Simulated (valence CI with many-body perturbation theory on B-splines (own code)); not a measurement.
**E1 line list for Re V**

Computed by relativistic CI+MBPT: three valence electrons over a frozen Dirac-Fock core [Xe] 4f14, a basis of 9 s, 9 p, 10 d, 8 f, 5 g, 3 h, 1 i functions for each j, with the one-electron correlation potential Σ1 (screened to all orders), the two-electron term Σ2, the three-electron term Σ3, Breit, model QED; selected single and double excitations, second order for the rest, scaled by the run's own slope (own B-spline code, finite nucleus).

Set against measurement, 62 paired levels are off by 1190 cm⁻¹ on average, the worst by 2237. These come from a selection out of Brasseur, Gamrath and Quinet, At. Data Nucl. Data Tables 157, 101636 (2024). Levels without a partner in it may be off by more, other configurations by 1,000 to 8,000 cm⁻¹. 1 measured level below the end of the list, from 164068 cm⁻¹ on, found no clear computed partner.

Lines 151 to 200 of 225 in falling wavelength, among levels below 20.558 eV, chosen from the strongest by gf and those to the six lowest levels. Wavelengths and rates use the calculated energies, so an error of 1000 cm⁻¹ moves a line at 735.4 Å by 0.74 % and its rate by three times that or more. Electric multipoles are in the length gauge, E1 and E2 with the static RPA response of the core. Weak lines are less certain than strong ones. Lines between different terms over intervals too small for the method are left out, as are lines whose strength nearly cancels. Where a level lies close to another of its J and parity, the split of strength between their lines is uncertain. The highest levels of a list are the least certain.

Names give the largest LS component (configuration and term), which can be under half, so a name can repeat, a term be missing and a line seem to break the LS rules; names also repeat where a configuration has a term twice. Letters in brackets count levels of one name in rising energy.

| λ vac (Å) | λ from measured levels | Upper | Lower | A (s⁻¹) | S (a.u.) with core polarisation | S without |
| --- | --- | --- | --- | --- | --- | --- |
| 735.4 | 738.8 | 5d2 6p 4D°_5/2 [a] | 5d3 4P_3/2 | 1.96e+07 | 2.31e-02 | 2.13e-02 |
| 731.4 | 736.7 | 5d2 6p 4D°_3/2 [b] | 5d3 4P_3/2 | 1.02e+09 | 7.88e-01 | 9.43e-01 |
| 730.1 | 736.8 | 5d2 6p 4F°_7/2 | 5d3 4F_7/2 | 1.94e+09 | 2.98e+00 | 3.57e+00 |
| 730.0 | 737.3 | 5d2 6p 2F°_7/2 | 5d3 2H_9/2 | 8.57e+08 | 1.32e+00 | 1.57e+00 |
| 729.0 | 733.9 | 5d2 6p 2G°_9/2 | 5d3 2H_11/2 | 4.93e+09 | 9.42e+00 | 1.10e+01 |
| 728.8 | 734.3 | 5d2 6p 2G°_7/2 [a] | 5d3 4F_9/2 | 2.82e+09 | 4.32e+00 | 5.09e+00 |
| 726.1 | 731.8 | 5d2 6p 4D°_1/2 [b] | 5d3 4P_3/2 | 2.02e+08 | 7.64e-02 | 8.55e-02 |
| 725.7 | 732.5 | 5d2 6p 2H°_9/2 | 5d3 2H_9/2 | 1.88e+09 | 3.56e+00 | 4.28e+00 |
| 725.0 | 730.4 | 5d2 6p 4P°_1/2 | 5d3 2P_1/2 | 1.90e+09 | 7.15e-01 | 8.31e-01 |
| 722.2 | 727.9 | 5d2 6p 4P°_1/2 | 5d3 2D_3/2 [a] | 1.22e+09 | 4.52e-01 | 5.39e-01 |
| 721.0 | 727.1 | 5d2 6p 4F°_5/2 [a] | 5d3 4F_3/2 | 1.90e+08 | 2.11e-01 | 2.54e-01 |
| 718.0 | 723.9 | 5d2 6p 2F°_5/2 [b] | 5d3 2G_7/2 | 3.25e+09 | 3.57e+00 | 4.24e+00 |
| 716.9 | 722.1 | 5d2 6p 4D°_7/2 | 5d3 2H_9/2 | 3.94e+09 | 5.73e+00 | 6.72e+00 |
| 715.1 | 720.0 | 5d2 6p 4D°_5/2 [b] | 5d3 2D_3/2 [a] | 2.96e+08 | 3.20e-01 | 3.81e-01 |
| 714.3 | 720.6 | 5d2 6p 4D°_5/2 [a] | 5d3 4F_7/2 | 3.74e+09 | 4.03e+00 | 4.78e+00 |
| 713.9 | 721.4 | 5d2 6p 4F°_5/2 [b] | 5d3 4F_5/2 | 1.26e+09 | 1.36e+00 | 1.60e+00 |
| 713.1 | 718.8 | 5d2 6p 2G°_7/2 [a] | 5d3 4F_7/2 | 2.23e+08 | 3.19e-01 | 3.60e-01 |
| 710.6 | 719.0 | 5d2 6p 4D°_3/2 [a] | 5d3 4F_5/2 | 1.56e+09 | 1.10e+00 | 1.33e+00 |
| 708.7 | 715.1 | 5d2 6p 4F°_7/2 | 5d3 4F_5/2 | 1.11e+08 | 1.56e-01 | 1.90e-01 |
| 708.4 | 715.2 | 5d2 6p 4P°_3/2 | 5d3 4P_5/2 | 2.08e+09 | 1.46e+00 | 1.70e+00 |
| 708.3 | 714.5 | 5d2 6p 4G°_9/2 [b] | 5d3 4F_9/2 | 1.23e+09 | 2.15e+00 | 2.54e+00 |
| 705.7 | 712.0 | 5d2 6p 2D°_3/2 | 5d3 4F_5/2 | 1.34e+09 | 9.33e-01 | 1.08e+00 |
| 703.3 | 707.1 | 5d2 6p 2F°_5/2 [a] | 5d3 4P_3/2 | 2.52e+08 | 2.59e-01 | 3.14e-01 |
| 701.7 | 707.3 | 5d2 6p 2G°_7/2 [b] | 5d3 4F_9/2 | 1.16e+08 | 1.58e-01 | 1.83e-01 |
| 701.6 | 709.1 | 5d2 6p 4D°_1/2 [a] | 5d3 4F_3/2 | 3.35e+09 | 1.14e+00 | 1.38e+00 |
| 700.9 | 705.9 | 5d2 6p 4S°_3/2 | 5d3 4P_1/2 | 3.49e+07 | 2.37e-02 | 2.86e-02 |
| 700.3 | 704.8 | 5d2 6p 4D°_3/2 [c] | 5d3 4P_1/2 | 2.06e+08 | 1.39e-01 | 1.64e-01 |
| 693.8 | 699.8 | 5d2 6p 4D°_5/2 [a] | 5d3 4F_5/2 | 2.80e+06 | 2.77e-03 | 4.96e-03 |
| 693.5 | 699.8 | 5d2 6p 4G°_9/2 [b] | 5d3 4F_7/2 | 2.69e+07 | 4.42e-02 | 5.13e-02 |
| 692.7 | 698.1 | 5d2 6p 2G°_7/2 [a] | 5d3 4F_5/2 | 1.88e+06 | 2.46e-03 | 2.89e-03 |
| 691.7 | 696.4 | 5d2 6p 4S°_3/2 | 5d3 4P_3/2 | 9.89e+05 | 6.46e-04 | 5.77e-04 |
| 691.1 | 695.4 | 5d2 6p 4D°_3/2 [c] | 5d3 4P_3/2 | 2.52e+06 | 1.64e-03 | 2.09e-03 |
| 690.4 | 697.0 | 5d2 6p 4F°_5/2 [b] | 5d3 4F_3/2 | 1.27e+08 | 1.24e-01 | 1.49e-01 |
| 690.2 | 697.9 | 5d2 6p 4D°_3/2 [b] | 5d3 4F_5/2 | 1.17e+09 | 7.59e-01 | 9.15e-01 |
| 689.4 | 696.0 | 5d2 6p 2F°_7/2 | 5d3 4F_9/2 | 5.59e+08 | 7.24e-01 | 8.50e-01 |
| 687.3 | 694.8 | 5d2 6p 4D°_3/2 [a] | 5d3 4F_3/2 | 1.50e+08 | 9.64e-02 | 1.16e-01 |
| 687.2 | 692.9 | 5d2 6p 2G°_7/2 [b] | 5d3 4F_7/2 | 3.38e+08 | 4.33e-01 | 5.00e-01 |
| 687.2 | 690.8 | 5d2 6p 2F°_5/2 [b] | 5d3 4P_3/2 | 3.36e+06 | 3.23e-03 | 3.55e-03 |
| 685.5 | 691.7 | 5d2 6p 2H°_9/2 | 5d3 4F_9/2 | 2.53e+08 | 4.03e-01 | 4.54e-01 |
| 684.0 | 690.3 | 5d2 6p 2F°_5/2 [a] | 5d3 4F_7/2 | 8.15e+07 | 7.72e-02 | 8.41e-02 |
| 683.0 | 689.9 | 5d2 6p 2S°_1/2 | 5d3 4F_3/2 | 7.75e+08 | 2.44e-01 | 2.90e-01 |
| 682.8 | 688.2 | 5d2 6p 2D°_3/2 | 5d3 4F_3/2 | 1.35e+08 | 8.50e-02 | 9.75e-02 |
| 680.4 | 686.3 | 5d2 6p 4G°_11/2 | 5d3 4F_9/2 | 2.77e+08 | 5.18e-01 | 6.00e-01 |
| 678.7 | 683.7 | 5d2 6p 4P°_1/2 | 5d3 4P_1/2 | 9.70e+06 | 2.99e-03 | 3.34e-03 |
| 677.7 | 682.5 | 5d2 6p 4D°_7/2 | 5d3 4F_9/2 | 3.15e+08 | 3.88e-01 | 4.51e-01 |
| 677.0 | 683.0 | 5d2 6p 4P°_3/2 | 5d3 4P_1/2 | 4.48e+07 | 2.74e-02 | 3.64e-02 |
| 675.4 | 682.0 | 5d2 6p 2F°_7/2 | 5d3 4F_7/2 | 2.09e+08 | 2.54e-01 | 3.00e-01 |
| 671.7 | 677.9 | 5d2 6p 2H°_9/2 | 5d3 4F_7/2 | 4.45e+07 | 6.65e-02 | 8.28e-02 |
| 671.6 | 676.8 | 5d2 6p 4D°_5/2 [a] | 5d3 4F_3/2 | 1.88e+06 | 1.69e-03 | 1.34e-03 |
| 670.0 | 674.9 | 5d2 6p 4P°_1/2 | 5d3 4P_3/2 | 1.69e+06 | 5.03e-04 | 5.97e-04 |
